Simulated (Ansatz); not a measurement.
Ansatz (a first-principles code) input (B3LYP-D3(BJ)/def2-TZVP):

Ansatz 0.2 input:
```yaml
crystal:
  periodic: [false, false, false]
  atoms:
    - {symbol: O, position_ang: [-1.43584932, 0.23764025, 0.24271083]}
    - {symbol: Si, position_ang: [-0.01479057, -0.17249850, -0.24749786]}
    - {symbol: O, position_ang: [1.46173281, 0.06423212, 0.19041042]}
basis:
  gaussian:
    orbitals: def2-TZVP
hamiltonian:
  xc: b3lyp
  dispersion: d3bj
total_charge: -1
magnetization: {spin_polarized: true, initial_magnetization: 1}
phonons: {temperatures: {t_min: 298.15, t_max: 298.15, t_step: 100}}
```

Output:

```
Functional definition: B3LYP
integrals: 0.02 GiB planned
563 factors; their error is unknown
mean field: 0.31 GiB planned
mean field evaluation 1: about -11974.1864 eV, gradient 2.3e1 eV
mean field evaluation 2: about -11964.8856 eV, gradient 5.5e1 eV
mean field evaluation 4: about -11976.1238 eV, gradient 4.7e-1 eV
mean field evaluation 8: about -11976.1565 eV, gradient 1.1e-2 eV
mean field evaluation 16: about -11976.1565 eV, gradient 2.9e-5 eV
mean field -11976.15654565 eV, -440.1156353222 hartree, gradient 2.9e-5 eV, S^2 0.753859; 0 other end points of the search recorded, 0 dependent functions left out
the calculation of the forces begins
reference -11976.15672989 eV, -440.1156420927 hartree; 16, 15 occupied and 83, 84 virtual orbitals, 563 factors
these checks for a lower state are left out or cut short: stability, starts, cluster_reference, orbital_swaps, neighbouring_geometries, increment
integrals: 0.02 GiB planned
563 factors; their error is unknown
mean field: 0.31 GiB planned
mean field -11976.15652140 eV, -440.1156344311 hartree, gradient 1.8e-6 eV, S^2 0.753868; 0 other end points of the search recorded, 0 dependent functions left out
the calculation of the forces begins
reference -11976.15670564 eV, -440.1156412017 hartree; 16, 15 occupied and 83, 84 virtual orbitals, 563 factors
these checks for a lower state are left out or cut short: stability, starts, cluster_reference, orbital_swaps, neighbouring_geometries, increment
integrals: 0.02 GiB planned
563 factors; their error is unknown
mean field: 0.31 GiB planned
mean field -11976.15651757 eV, -440.1156342901 hartree, gradient 1.7e-6 eV, S^2 0.753850; 0 other end points of the search recorded, 0 dependent functions left out
the calculation of the forces begins
reference -11976.15670180 eV, -440.1156410607 hartree; 16, 15 occupied and 83, 84 virtual orbitals, 563 factors
these checks for a lower state are left out or cut short: stability, starts, cluster_reference, orbital_swaps, neighbouring_geometries, increment
integrals: 0.02 GiB planned
563 factors; their error is unknown
mean field: 0.31 GiB planned
mean field evaluation 32: about -11976.1564 eV, gradient 9.4e-2 eV
mean field -11976.15647496 eV, -440.1156327243 hartree, gradient 2.1e-6 eV, S^2 0.753850; 0 other end points of the search recorded, 0 dependent functions left out
the calculation of the forces begins
reference -11976.15665920 eV, -440.1156394950 hartree; 16, 15 occupied and 83, 84 virtual orbitals, 563 factors
these checks for a lower state are left out or cut short: stability, starts, cluster_reference, orbital_swaps, neighbouring_geometries, increment
integrals: 0.02 GiB planned
563 factors; their error is unknown
mean field: 0.31 GiB planned
mean field -11976.15649995 eV, -440.1156336426 hartree, gradient 2.0e-6 eV, S^2 0.753867; 0 other end points of the search recorded, 0 dependent functions left out
the calculation of the forces begins
reference -11976.15668418 eV, -440.1156404131 hartree; 16, 15 occupied and 83, 84 virtual orbitals, 563 factors
these checks for a lower state are left out or cut short: stability, starts, cluster_reference, orbital_swaps, neighbouring_geometries, increment
integrals: 0.02 GiB planned
563 factors; their error is unknown
mean field: 0.31 GiB planned
mean field -11976.15645014 eV, -440.1156318124 hartree, gradient 2.1e-6 eV, S^2 0.753849; 0 other end points of the search recorded, 0 dependent functions left out
the calculation of the forces begins
reference -11976.15663438 eV, -440.1156385829 hartree; 16, 15 occupied and 83, 84 virtual orbitals, 563 factors
these checks for a lower state are left out or cut short: stability, starts, cluster_reference, orbital_swaps, neighbouring_geometries, increment
integrals: 0.02 GiB planned
563 factors; their error is unknown
mean field: 0.31 GiB planned
mean field -11976.15645312 eV, -440.1156319217 hartree, gradient 1.6e-6 eV, S^2 0.753868; 0 other end points of the search recorded, 0 dependent functions left out
the calculation of the forces begins
reference -11976.15663736 eV, -440.1156386924 hartree; 16, 15 occupied and 83, 84 virtual orbitals, 563 factors
Total energy: -11976.23080228 eV, -440.1183642029 hartree
Atom 0 at    -1.435849     0.237640     0.242711 Å, force    -0.000525     0.000199     0.000248 eV/Å
Atom 1 at    -0.014791    -0.172498    -0.247498 Å, force    -0.000029    -0.000333    -0.000477 eV/Å
Atom 2 at     1.461733     0.064232     0.190410 Å, force     0.000553     0.000134     0.000229 eV/Å
Dipole moment:    -0.010104    -0.117837    -0.169070 e Å
Vibrations: 339.90 934.69 1197.69 cm⁻¹, zero-point energy 0.153262 eV
```
